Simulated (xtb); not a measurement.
C$_{2}$H$_{2}$F, doublet, geometry from GFN2-xTB, atoms displaced at random by about 0.1 Å a coordinate.

xtb was given this input:
```
$ xtb mol.xyz --gfn 2 --uhf 1 --opt --json

# file mol.xyz
5

C      0.00175626     0.24847290     0.02760991
C      1.23758495    -0.11133255    -0.09035518
F     -1.23304066    -0.30860827    -0.10620009
H      1.35217984    -1.30742081    -0.17188675
H      2.05008140     0.48818289    -0.11225352
```

### Question
What does this run give for the total energy at the end of the optimisation, dipole moment?

### Answer

| Item | Result |
|---|---|
| total energy at the end of the optimisation | -9.8938 Eh |
| dipole moment | 1.66 D |
